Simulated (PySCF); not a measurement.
**Spin-rotation constants: `C[C](C)(C)[Ga]([Cl])[Cl]`, C4H9Cl2Ga**

Geometry:
```json
{"atom": "Ga1", "x (Å)": "1.014", "y (Å)": "1.726", "z (Å)": "0.001"}
{"atom": "Cl2", "x (Å)": "3.128", "y (Å)": "1.856", "z (Å)": "0.064"}
{"atom": "Cl3", "x (Å)": "0.017", "y (Å)": "3.597", "z (Å)": "-0.027"}
{"atom": "C4", "x (Å)": "-0.055", "y (Å)": "-0.110", "z (Å)": "-0.004"}
{"atom": "C5", "x (Å)": "-0.844", "y (Å)": "-0.202", "z (Å)": "1.299"}
{"atom": "C6", "x (Å)": "0.964", "y (Å)": "-1.235", "z (Å)": "-0.113"}
{"atom": "C7", "x (Å)": "-1.008", "y (Å)": "-0.099", "z (Å)": "-1.195"}
{"atom": "H8", "x (Å)": "-1.449", "y (Å)": "-1.110", "z (Å)": "1.308"}
{"atom": "H9", "x (Å)": "-0.171", "y (Å)": "-0.226", "z (Å)": "2.158"}
{"atom": "H10", "x (Å)": "-1.512", "y (Å)": "0.655", "z (Å)": "1.403"}
{"atom": "H11", "x (Å)": "1.667", "y (Å)": "-1.201", "z (Å)": "0.721"}
{"atom": "H12", "x (Å)": "1.533", "y (Å)": "-1.153", "z (Å)": "-1.041"}
{"atom": "H13", "x (Å)": "0.461", "y (Å)": "-2.203", "z (Å)": "-0.101"}
{"atom": "H14", "x (Å)": "-0.453", "y (Å)": "-0.061", "z (Å)": "-2.134"}
{"atom": "H15", "x (Å)": "-1.670", "y (Å)": "0.767", "z (Å)": "-1.147"}
{"atom": "H16", "x (Å)": "-1.623", "y (Å)": "-1.001", "z (Å)": "-1.191"}
```

The calculation used GIAO BP86/def2-SVP magnetisability, rotational g tensor and spin-rotation constants, non-relativistic, gas phase (PySCF 2.14.0). Geometry: GFN2-xTB.

The calculation is non-relativistic, which matters for the atoms heavier than Zn.

Give the nuclear spin-rotation constants along the inertial axes (H = +C I·J) beside the isotropic shieldings.

Rotational constants 1.5174, 1.0237, 0.7049 GHz. A star marks the isotopologue with that one atom substituted, in its own axes.
| atom | isotope | Caa (kHz) | Cbb (kHz) | Ccc (kHz) | mean (kHz) | σ (ppm) |
| --- | --- | --- | --- | --- | --- | --- |
| Ga1 | 69Ga | 2.490 | 1.724 | 1.387 | 1.867 | 1430.7 |
| Cl2 | 35Cl | 0.388 | 0.191 | 0.095 | 0.225 | 820.2 |
| Cl3 | 35Cl | 0.405 | 0.167 | 0.094 | 0.222 | 827.9 |
| H8 | 1H | 0.048 | -0.129 | -0.082 | -0.054 | 30.9 |
| H9 | 1H | -0.155 | -0.073 | -0.018 | -0.082 | 30.3 |
| H10 | 1H | -0.148 | 0.015 | -0.077 | -0.070 | 30.0 |
| H11 | 1H | -0.147 | -0.065 | -0.022 | -0.078 | 30.0 |
| H12 | 1H | -0.153 | -0.091 | -0.003 | -0.082 | 30.1 |
| H13 | 1H | 0.049 | -0.116 | -0.089 | -0.052 | 30.8 |
| H14 | 1H | -0.157 | -0.096 | -0.001 | -0.085 | 30.3 |
| H15 | 1H | -0.146 | 0.017 | -0.079 | -0.069 | 29.9 |
| H16 | 1H | 0.048 | -0.126 | -0.083 | -0.054 | 30.9 |
| C4 | 13C* | 0.215 | 0.238 | 0.154 | 0.202 | 130.8 |
| C5 | 13C* | 0.242 | 0.164 | 0.093 | 0.166 | 161.7 |

For the geometry as given, no vibrational averaging.
